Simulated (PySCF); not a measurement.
## Correlation energy of Li⁻ (lithium, charge -1)

[He] 2s2, closed-shell 1S. Computed with PySCF 2.14 in dyall-acv3z (15s9p3d, 57 functions), with the non-relativistic Hamiltonian (point nucleus). Frozen: nothing; 4 electrons correlated; the 5 highest virtual orbitals of each spin left out.

```csv
level,correlation energy (mhartree)
CCSD,-69.63
(T),-0.29
CCSD(T),-69.92
CCSDT,-69.94
```

Diagnostics: T1 = 0.043, D1 = 0.0862, largest double amplitude 0.104.

Task: Is a single reference adequate?

Result: Not fully. T1 exceeds 0.03, a sign that the reference determinant is poor.
